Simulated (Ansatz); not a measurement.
Ideal-gas functions of CH₃AlBrFO, SMILES `C[O][Al]([F])[Br]` at 298.15 K and 1 bar, from an Ansatz frequency run at PBE0-D4/def2-TZVP.

Molar mass 156.92 g/mol, point group Cs (symmetry number 1), electronic degeneracy 1, moments of inertia 162.812, 328.473, 488.12 u Å². Harmonic wavenumbers (cm⁻¹, unscaled): 77, 82, 109, 182, 241, 250, 390, 728, 905, 1183, 1192, 1239, 1487, 1495, 1501, 3021, 3090, 3101.

Use S(trans) = R[1.5 ln M + 2.5 ln T − 1.1517]; rotational temperatures θ = 24.2544 K / I; S(rot) = R[ln(√π/σ · √(T³/θAθBθC)) + 1.5]; for each mode x = 1.438777 ν̃/T, S = R[x/(eˣ − 1) − ln(1 − e⁻ˣ)] and H = RT x/(eˣ − 1); 1 cm⁻¹ = 0.0119627 kJ/mol; R = 8.31446 J/(mol·K).

Q: By hand: the entropy, in J/(mol·K).

A: Translation 171.9. Rotation: θ = 0.149, 0.0738, 0.0497 K, giving 119.5. Vibration, mode by mode: 16.59, 16.08, 13.75, 9.66, 7.51, 7.24, 4.18, 1.15, 0.57, 0.19, 0.18, 0.15, 0.05, 0.05, 0.05, 0.00, 0.00, 0.00, in all 77.4. Electronic 0.0. Sum 368.8 J/(mol·K).

Q: By hand: H − E and G − E in kJ/mol, counted from the electronic energy.

A: Zero-point energy ½ × 20273 × 0.0119627 = 121.3; thermal vibration 11.5; translation, rotation and pV give 4 RT = 9.9. H − E = 142.7 kJ/mol, and G − E = 142.7 − 298.15 × 368.8/1000 = 32.7 kJ/mol.

Vibration gives 21 % of the entropy, 46.4 J/(mol·K) of it from the modes under 150 cm⁻¹: soft modes count most, and the harmonic formula is weakest for them. The sum counts one conformer and one mirror image; others add a mixing term.
